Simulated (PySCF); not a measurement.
Al(F)(H)(SeH) (AlFH₂Se), SMILES [F][AlH][SeH]. Heavy atoms are numbered as in [AlH:1]([F:2])[SeH:4]. Hydrogens are named by the atom that carries them.

Geometry: B3LYP-D3(BJ)/def2-TZVP. One conformer was computed; it need not be the lowest.

The numbers are results of PBE0/pcSseg-2 (PySCF), not measurements.

GIAO shieldings, no solvent; atoms alike by connectivity are averaged. δ = σ(ref) − σ: ¹⁹F against CFCl3 (σ = 165.8 ppm); ¹H against TMS (σ = 31.54 ppm); ⁷⁷Se against Me2Se (σ = 1739.2 ppm), references at their B3LYP-D3(BJ)/def2-TZVP geometries, non-relativistic.

**Question.** Estimate the chemical shifts. (Estimate from the structure and the level; the computed values follow.)

**Answer.** 
```tsv
nucleus	atoms	count	δ (ppm)
¹⁹F	F2	1	-150.5
¹H	H on Al1	1	5.31
¹H	H on Se4	1	0.59
⁷⁷Se	Se4 (SeH)	1	-390.2
```
